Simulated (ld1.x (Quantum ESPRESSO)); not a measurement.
**What one change does to a pseudopotential (iron, TM)**

Fe, norm-conserving Troullier–Martins (Kleinman–Bylander form), made with ld1.x (Quantum ESPRESSO) 7.5 (PBE, non-relativistic). Core [Ar], reference 3d7 4s1 4p0. Waves: 4s (bound): rc 1.90 bohr; 4p (bound, empty): rc 3.90 bohr; 3d (bound): rc 1.05 bohr. Local part: all-electron potential smoothed inside 1.95 bohr (lloc = -1). Core correction: none.

All-electron outer shells of the reference configuration (PBE, non-relativistic, ld1.x):

```tsv
shell	level (eV)	outermost node (bohr)	outermost maximum (bohr)
3p	-55.08	0.30	0.72
4s	-4.13	1.02	2.56
3d	-3.93	–	0.72
4p	-0.87	1.13	3.83
```

Change: local potential all-electron potential smoothed inside 1.65 bohr (lloc = -1).

Cutoffs: the cutoffs (Ry, on a coarse ladder) from which the occupation-weighted sum of valence levels, in a spherical-Bessel basis at the reference potential, stays within 10 and 1 mRy of its value at 400 Ry; they do not see the model core or the augmentation charge, which bear on the density cutoff. Errors are all-electron minus pseudo energies relative to the spin-unpolarised reference configuration.

Question: How do hardness, ghosts and transferability respond?

Answer: The potential gets neither clearly harder nor softer (180 Ry and 260 Ry → 180 Ry and 260 Ry); a bound ghost appears in s, which as a rule spoils a file; the number of tests that count goes from 7 to 2. In the separable form a ghost depends on how the local part lies against the semilocal potential of the channel, so the choice of the local part can create or remove one.

| quantity | base | changed |
| --- | --- | --- |
| cutoff, loose | 180 Ry | 180 Ry |
| cutoff, tight | 260 Ry | 260 Ry |
| bound ghosts | none | s |
| tests counted (converged, no solver errors) | 7 of 7 | 2 of 7 |
| error for 3d6 4s0 4p0, meV [ΔE 25.68 eV] | +47 | +65 |
| error for 3d5 4s0 4p0, meV [ΔE 60.12 eV] | -340 | -228 |
| s: phases at 4.25 bohr within 0.05 rad from the reference energy up to (Ry; the scan ends near 5) | 0.5 | 0.8 |
| p: phases at 4.25 bohr within 0.05 rad from the reference energy up to (Ry; the scan ends near 5) | 1.0 | 1.0 |
| d: phases at 4.25 bohr within 0.05 rad from the reference energy up to (Ry; the scan ends near 5) | 2.2 | 2.3 |

Changed file: Tests not counted: 3d6 4s2 4p0 (solver errors, printed error -14.1 eV); 3d6 4s1 4p0 (solver errors, printed error -3.8 eV); 3d5 4s2 4p1 (solver errors, printed error -445 eV); 3d5 4s2 4p0 (solver errors, printed error -392 eV); 3d6 4s1 4p1 (solver errors, printed error -489 eV). A true bound ghost makes a file unfit for plane-wave use even where its test errors are small: the radial tests pick states by their node count and pass the ghost by. Where a test does run into it, the solver fails or the error is huge.
